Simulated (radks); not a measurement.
Values are calculated unless marked as measured or tabulated.
Removal energies from the tungsten ion W8+, [Kr] 4d10 4f(5/2: 6, 7/2: 7) 5s2 5p(1/2: 2, 3/2: 3), by Delta-SCF beside the eigenvalue of the level emptied. Level of theory: Dirac Kohn-Sham, BLYP, spin-unpolarised, spherical densities, finite nucleus; Fermi nuclear charge, rms radius of each element as measured or else 0.836 A^(1/3) + 0.57 fm (a radial shooting solver on a logarithmic mesh with Libxc functionals). Sub-shells are occupied by j as written (lower j first in brackets).

\begin{tabular}{lrrr}
removed from & final configuration & Delta-SCF (eV) & -eigenvalue (eV) \\ \hline
5p3/2 & [Kr] 4d10 4f(5/2: 6, 7/2: 7) 5s2 5p(1/2: 2, 3/2: 2) & 161.40 & 151.87 \\
4f7/2 & [Kr] 4d10 4f(5/2: 6, 7/2: 6) 5s2 5p(1/2: 2, 3/2: 3) & 172.47 & 157.19 \\
5p1/2 & [Kr] 4d10 4f(5/2: 6, 7/2: 7) 5s2 5p(1/2: 1, 3/2: 3) & 174.13 & 164.06 \\
4f5/2 & [Kr] 4d10 4f(5/2: 5, 7/2: 7) 5s2 5p(1/2: 2, 3/2: 3) & 174.96 & 159.57 \\
\end{tabular}
